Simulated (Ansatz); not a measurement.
Gas-phase reaction in SMILES: S(F)F [fluoro thiohypofluorite] → FSF as doublet, charge -1 (an electron is taken up)

Property: adiabatic electron affinity (electronic), in eV. Positive where the reaction releases energy. Terms: non-relativistic; 6-31G* and kin with 6d, 5d where marked; 6-311+G** with 5d, 6d on Na to Ar in Ansatz (a quantum-chemistry and plane-wave program); open shells spin-unrestricted; spin-orbit terms left out; frozen cores in correlated levels; LANL2DZ with its own core potentials from Na on. First-principles rows: single points at B3LYP-D3(BJ) geometries (Ansatz). Sets without +, aug- or the D of def2-TZVPD hold no diffuse functions, which anions need. A UHF reference is markedly spin-contaminated in at least one set, which strains HF and MP2. The spin state of an ion or metal species was assumed, not searched.

```
level          program  adiabatic electron affinity (electronic) (eV)
-------------  -------  ---------------------------------------------
MP2/STO-3G      Ansatz                                          -7.82
MP2/3-21G       Ansatz                                          -0.01
MP2/LANL2DZ     Ansatz                                           2.59
MP2/6-31G*      Ansatz                                           0.35
MP2/6-311+G**   Ansatz                                           1.66
```

No value to compare with is used here. The 5 habitual levels span -7.82 (MP2/STO-3G) to 2.59 eV (MP2/LANL2DZ).

The sets are all those run for this method; runs whose electronic state is in doubt are left out.
